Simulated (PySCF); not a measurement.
# Correlation energy of Bi⁺ (bismuth, charge +1)

[Xe] 4f14 5d10 6s2 6p2, high-spin 3P determinant. Calculation: PySCF 2.14, in aug-cc-pVTZ-PP with ECP60MDF (6s5p4d2f, 55 functions); a scalar-relativistic core potential. Frozen: 5s2 5p6 5d10; 4 electrons correlated.

```csv
level,correlation energy (mhartree)
CCSD,-47.72
(T),-0.92
CCSD(T),-48.64
```

Diagnostics: T1 = 0.0059, D1 = 0.0147, largest double amplitude 0.070.

Spin-orbit coupling is strong in this species (close to jj coupling), so the high-spin LS determinant is a model state, not a physical level.

Cost of the coupled-cluster step: roughly 1.4 core-seconds, for 4 correlated electrons.

Spin-orbit coupling is strong in this species, so the high-spin LS determinant is a model state.
